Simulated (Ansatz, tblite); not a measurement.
Forces on the cluster Re₂O₂⁺ at its PBE0-D4/def2-TZVP geometry. Total charge 1; doublet.

In the def2 sets Re takes a core potential; there is no spin–orbit coupling. The xTB rows come from tblite. At PBE-D4/def2-TZVP the charge 1 doublet is spin-contaminated (final ⟨S²⟩ up to 3.69, 0.75 for a pure state). No other spin state of charge 1 was run. The geometry of the doublet was relaxed on an unsound state (⟨S²⟩ 4.20, where a pure state has 0.75). Another isomer (doublet) lies 0.61 eV lower at PBE0-D4/def2-TZVP; other spin states weren't run for this one.

GFN1-xTB (tblite), largest force 4.38 eV/Å:

```xyz
4
positions Å, forces eV/Å
Re    0.335    1.295   -0.534   -0.819   -3.163    1.304
Re   -0.347   -1.339    0.552    1.021    3.942   -1.625
O     0.420    0.361    1.072   -0.810   -0.969   -1.690
O    -0.408   -0.316   -1.090    0.608    0.190    2.011
```

GFN2-xTB (tblite), largest force 0.91 eV/Å:

```
Re 0.212 0.817 -0.337
Re 0.095 0.368 -0.152
O -0.287 -0.701 -0.104
O -0.020 -0.484 0.593
```

PBE-D4/def2-TZVP (Ansatz), largest force 1.00 eV/Å:

```
Re 0.233 0.900 -0.370
Re 0.001 0.005 -0.003
O -0.151 -0.479 0.098
O -0.083 -0.425 0.275
```
